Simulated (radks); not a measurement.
Results of a calculation; reference values are marked as such.
Q: Zr2+, 38 electrons, occupied as [Kr] 4d0.5 5s1.5 (fractional occupations, a model configuration). Level of theory: Dirac Kohn-Sham, LDA (Slater exchange, Perdew-Wang correlation), spin-unpolarised, spherical densities, finite nucleus; open shells fill j = l - 1/2 first; Fermi nuclear charge, rms radius 4.2694 fm (a radial shooting solver on a logarithmic mesh with Libxc functionals). Some entries of the table are withheld. Estimate them.

orbital  occ.  eigenvalue (hartree)  <r> (bohr)  r(max) (bohr)
1s1/2       2             -654.5510     0.03711        0.02417
2s1/2       2             -91.35891      0.1625         0.1373
2p1/2       2             -83.75806      0.1388            (1)
2p3/2       4             -80.60866      0.1431            (2)
3s1/2       2             -15.58174      0.4592         0.4088
3p1/2       2             -12.75097      0.4555         0.3963
3p3/2       4             -12.24855      0.4660         0.4056
3d3/2       4              -7.23787      0.4505         0.3450
3d5/2       6              -7.14596      0.4541         0.3477
4s1/2       2              -2.73192       1.200          1.072
4p1/2       2              -1.95728         (3)          1.152
4p3/2       4              -1.88822         (4)          1.177
4d3/2     0.5              -0.78591       1.876          1.502
4d5/2       0              -0.77921       1.890          1.513
5s1/2     1.5              -0.67801       3.028          2.754

A: 
(1) 2p1/2 r(max) (bohr): 0.1070
(2) 2p3/2 r(max) (bohr): 0.1106
(3) 4p1/2 <r> (bohr): 1.322
(4) 4p3/2 <r> (bohr): 1.351
